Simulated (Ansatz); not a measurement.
Energy needed to pull apart AgCl (SMILES [Cl][Ag]), singlet, into free ground-state atoms, from the structure below (displaced at random from a GFN2-xTB minimum); no zero-point or spin–orbit terms; open-shell atoms are treated unrestricted, in their ground-state multiplicity.

```csv
atom,x (Å),y (Å),z (Å)
Cl1,0.9623,-0.3459,0.4589
Ag2,-0.9347,0.3018,-0.4546
```

Ansatz 0.2.0; basis: def2-TZVPP; cores frozen in the correlated methods. Filled d shells of the heavier atoms are correlated. Core potentials replace the inner electrons of the atoms past krypton. B3LYP uses VWN-RPA correlation.

```
   method  atomization energy (kJ/mol)
   PBE-D4                          306
r2SCAN-D4                          308
  PBE0-D4                            ?
 B3LYP-D4                          283
 HSE06-D4                            ?
  wB97M-V                          318
       HF                          193
      MP2                          304
     CCSD                          276
  CCSD(T)                          287
```

Problem. What does PBE0-D4 give? (An estimate is asked for; the value comes from the calculation.)

Solution. By the calculation: 298 kJ/mol, which is about 11 kJ/mol more than CCSD(T)/def2-TZVPP.

Problem. What does HSE06-D4 give? (To be estimated.)

Solution. Computed: 298 kJ/mol, which is about 11 kJ/mol more than CCSD(T)/def2-TZVPP.

In triple zeta the MP2 and coupled-cluster atomization energies are still short of their basis limit by a few kcal/mol a bond, whereas those of the functionals are nearly converged, so these differences are not deviations from converged CCSD(T).

No T1 diagnostic of these runs exceeds 0.019.

For scale, one of the runs: CCSD(T)/def2-TZVPP forces, 98 basis functions (an equivalent command: `ansatz run in.yaml --threads 4`). The run took about 19 s on 4 CPU threads (shared host).
